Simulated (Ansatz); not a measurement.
`C=C(Cl)O[SiH3]` and `C=C(N)Cl` differ in one atom or group.

Ansatz, PBE0-D4/def2-TZVP geometries, multiplicity 1. Each molecule was computed in one conformer, which needn't be the lowest.

```tsv
property	`C=C(Cl)O[SiH3]`
size of the dipole moment (PBE/def2-TZVPP) / D	0.58
LUMO energy (PBE0/def2-TZVPP) / eV	0.03
size of the dipole moment (ωB97M-V/def2-TZVPP) / D	0.49
HOMO–LUMO gap (PBE0/def2-TZVPP) / eV	7.03
HOMO energy (PBE0/def2-TZVPP) / eV	-7.00
HOMO–LUMO gap (PBE/def2-TZVPP) / eV	4.94
```

(1) Give the same properties after the change, and the shifts. (An estimate is asked.)

## Answers

(1) Computed: 
```
                                          property  `C=C(N)Cl`  shift
    size of the dipole moment (PBE/def2-TZVPP) / D        2.11   1.53
                LUMO energy (PBE0/def2-TZVPP) / eV        0.54   0.51
size of the dipole moment (ωB97M-V/def2-TZVPP) / D        2.08   1.59
              HOMO–LUMO gap (PBE0/def2-TZVPP) / eV        6.96  -0.07
                HOMO energy (PBE0/def2-TZVPP) / eV       -6.42   0.58
               HOMO–LUMO gap (PBE/def2-TZVPP) / eV        4.82  -0.12
```

With PBE0 the HOMO rises by 0.58 eV and the LUMO rises by 0.51 eV, so the gap narrows by about 0.07 eV. PBE moves the HOMO by 0.58 eV and ωB97M-V by 0.58 eV. Dipoles are sizes alone; their direction can turn.
